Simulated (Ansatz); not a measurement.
Ga$_{2}$H$_{6}$O$_{2}$, SMILES `[OH+]1[GaH2-][OH+][GaH2-]1`, relaxed with RKS PBE0-D4/def2-TZVP in Ansatz 0.2.0 from a GFN2-xTB geometry. The force threshold is 0.005 eV/Å; the program also tests the step.

Total charge 0; spin multiplicity 1.

Start:

```xyz
10

O     0.130   -0.387   -1.208
Ga    1.065    1.010   -0.209
O    -0.139    0.396    1.204
Ga   -1.061   -1.013    0.211
H     0.228   -0.679   -2.117
H     0.629    2.397   -0.706
H     2.504    0.561    0.095
H    -0.248    0.696    2.109
H    -0.601   -2.393    0.709
H    -2.508   -0.588   -0.087
```

```tsv
step	energy (eV)	largest force (eV/Å)	largest move (Å)
1	-108933.9327	0.388	0.000
2	-108934.0092	0.234	0.075
3	-108934.0143	0.080	0.012
4	-108934.0162	0.046	0.045
5	-108934.0255	0.423	0.074
6	-108934.0943	0.213	0.177
7	-108934.1423	0.090	0.155
8 (rejected)	-108934.1353	0.857	0.105
9	-108934.1507	0.137	0.051
10	-108934.1516	0.005	0.019
```

End:

```xyz
10

O     0.004   -0.266   -1.262
Ga    1.060    1.010   -0.210
O    -0.002    0.264    1.262
Ga   -1.061   -1.009    0.209
H     0.518   -0.908   -1.755
H     0.561    2.470   -0.457
H     2.528    0.473   -0.155
H    -0.514    0.905    1.758
H    -0.566   -2.471    0.456
H    -2.527   -0.468    0.153
```

Hardware: 4 threads of an Arm Neoverse V2 on a shared host. Wall time 36 s, peak host memory 0.63 GiB.
